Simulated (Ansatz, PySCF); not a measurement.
This Ansatz (a program for electronic structure) input computes a SVWN5/def2-TZVPD energy:

Ansatz 0.2 input:
```yaml
crystal:
  periodic: [false, false, false]
  atoms:
    - {symbol: Se, position_ang: [0.00065560, 0.02646256, -0.06067825]}
    - {symbol: H, position_ang: [-1.07638699, -0.86807534, 0.42835260]}
    - {symbol: H, position_ang: [1.06782330, -0.86656701, 0.45217774]}
    - {symbol: H, position_ang: [-0.01372686, 0.83491536, 1.18253017]}
basis:
  gaussian:
    orbitals: def2-TZVPD
hamiltonian:
  xc: {name: SVWN5}
total_charge: 1
output: {forces: true}
```

**Question.** Write an input for the same energy in PySCF and say what it gives.

**Answer.** 
```python
from pyscf import gto, scf, dft

mol = gto.M(
    atom='''
    Se    0.00065560    0.02646256   -0.06067825
    H    -1.07638699   -0.86807534    0.42835260
    H     1.06782330   -0.86656701    0.45217774
    H    -0.01372686    0.83491536    1.18253017
    ''',
    basis='def2-tzvpd',
    charge=1,
    spin=0,
    verbose=4,
)

mf = dft.RKS(mol, xc='svwn').density_fit(auxbasis='def2-universal-jkfit')
mf.grids.level = 3
mf.conv_tol = 1e-9
mf.max_cycle = 100
mf.max_memory = 1500
mf.kernel()
if not mf.converged:
    mf = mf.newton()
    mf.kernel(mf.make_rdm1())
mf.analyze()
```
It gives -2399.58742 Eh, and Ansatz -2399.58739 Eh, a difference of 0.03 mEh, from the treatment of integrals and grids.
